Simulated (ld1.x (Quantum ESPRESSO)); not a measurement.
# What one change does to a pseudopotential (Tl, TM)

* Element: Tl
* Generator: ld1.x (Quantum ESPRESSO) 7.5
* Type: norm-conserving Troullier–Martins (Kleinman–Bylander form)
* Functional: PBE
* Relativity: scalar-relativistic
* Frozen core: [Xe] 4f14 5d10
* Valence charge: 3
* Reference configuration: 6s2 6p1
* Partial waves: 6p (bound): rc 2.85 bohr; 6s (bound): rc 2.20 bohr
* Local potential: the s channel
* Core correction: none

All-electron outer shells of the reference configuration (PBE, scalar-relativistic, ld1.x):

```json
{"shell": "5p", "level (eV)": "-76.10", "outermost node (bohr)": "0.50", "outermost maximum (bohr)": "0.91"}
{"shell": "5d", "level (eV)": "-15.49", "outermost node (bohr)": "0.53", "outermost maximum (bohr)": "1.11"}
{"shell": "6s", "level (eV)": "-9.55", "outermost node (bohr)": "1.04", "outermost maximum (bohr)": "2.08"}
{"shell": "6p", "level (eV)": "-2.37", "outermost node (bohr)": "1.23", "outermost maximum (bohr)": "2.91"}
```

Change: reference 6s1 6p2.

Cutoffs: the cutoffs (Ry, on a coarse ladder) from which the occupation-weighted sum of valence levels, in a spherical-Bessel basis at the reference potential, stays within 10 and 1 mRy of its value at 400 Ry; they do not see the model core or the augmentation charge, which bear on the density cutoff. Errors are all-electron minus pseudo energies relative to the spin-unpolarised reference configuration.

Task: What does the change do?

Result: The potential gets softer (18 Ry and 30 Ry → 12 Ry and 25 Ry); neither file shows a bound ghost.

| quantity | base | changed |
| --- | --- | --- |
| cutoff, loose | 18 Ry | 12 Ry |
| cutoff, tight | 30 Ry | 25 Ry |
| bound ghosts | none | none |
| largest error over its own tests, meV | +189 | +181 |
| s: phases at 3.12 bohr within 0.05 rad from the reference energy up to (Ry; the scan ends near 5) | 1.7 | 1.6 |
| p: phases at 3.12 bohr within 0.05 rad from the reference energy up to (Ry; the scan ends near 5) | 2.4 | 2.3 |
